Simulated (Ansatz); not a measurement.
A nudged elastic band was laid between two geometries of AlH6NO + H3N (13 atoms, charge 0, multiplicity 1).

These are results of RKS PBE0-D4/def2-SVP (Ansatz 0.2.0), not measurements.

- movable images: 7
- climbing image: yes
- spring: 5.0 eV/Å²
- optimiser: quadratic models (default)
- start path: through a guess of the saddle point
- force threshold: 0.05 eV/Å
- iteration limit: 60
- end points: relaxed

Image 0:

```xyz
13
Properties=species:S:1:pos:R:3
Al -1.483 -0.339 -0.725
N 0.356 -1.160 -0.613
H -1.656 -0.021 -2.292
H -2.436 -1.453 -0.065
H 0.594 1.176 0.942
O -1.148 1.067 0.303
H 0.973 -0.532 -0.018
N 1.550 0.787 1.009
H 0.794 -1.261 -1.529
H 0.340 -2.086 -0.184
H -1.850 1.687 0.512
H 2.201 1.490 0.665
H 1.763 0.646 1.996
```

Image 8:

```xyz
13
Properties=species:S:1:pos:R:3
Al -1.539 -0.369 -0.734
N 0.364 -1.094 -0.600
H -1.725 -0.138 -2.311
H -2.406 -1.507 -0.009
H 0.591 1.236 0.979
O -1.151 1.055 0.228
H 0.877 -0.438 0.015
N 1.566 1.147 1.290
H 0.840 -1.123 -1.502
H 0.422 -2.026 -0.188
H -1.788 1.738 0.445
H 2.228 1.193 0.523
H 1.721 0.327 1.864
```

**Question.** What changes between the two ends?

**Answer.** No bond is made or broken.

**Question.** Give the energies along the band, and the barrier.

**Answer.** The run converged. The highest image is number 7 of 0 to 8, 9.3 kcal/mol above the first end and 0.1 kcal/mol above the last; the last end lies 9.2 kcal/mol above the first. The top lies less than 8 meV above the higher end, about what the thresholds resolve: that end is a shoulder or a very shallow well. A vibrational analysis at the climbing image gives one clearly imaginary mode, 402i cm⁻¹: a first-order saddle point.

```
image  path coordinate (Å)  energy (kcal/mol)
    0                 0.00                0.0
    1                 0.13                0.0
    2                 0.26                0.1
    3                 0.40                0.5
    4                 0.53                1.9
    5                 0.66                5.2
    6                 0.80                8.3
    7                 0.93                9.3
    8                 1.06                9.2
```

**Question.** What is the geometry of the highest image?

**Answer.** 
```xyz
13
Properties=species:S:1:pos:R:3:forces:R:3
Al -1.526 -0.362 -0.728 0.00 0.00 0.00
N 0.370 -1.090 -0.598 -0.01 0.00 -0.01
H -1.719 -0.126 -2.304 0.00 0.00 0.00
H -2.399 -1.499 -0.005 0.00 0.00 0.00
H 0.560 1.214 0.961 0.01 0.00 0.00
O -1.156 1.068 0.235 0.00 0.00 0.00
H 0.896 -0.436 0.019 0.00 0.00 0.01
N 1.538 1.070 1.234 -0.02 -0.01 -0.02
H 0.844 -1.126 -1.500 0.00 0.00 0.00
H 0.415 -2.023 -0.188 0.00 0.00 0.00
H -1.802 1.747 0.436 0.00 0.00 0.00
H 2.247 1.220 0.532 0.00 0.00 0.02
H 1.732 0.342 1.905 0.01 0.01 -0.01
```

The run took 2 min on 2 threads of Intel(R) Xeon(R) 6975P-C (Granite Rapids), with other jobs on the host, peak memory 0.24 GiB.
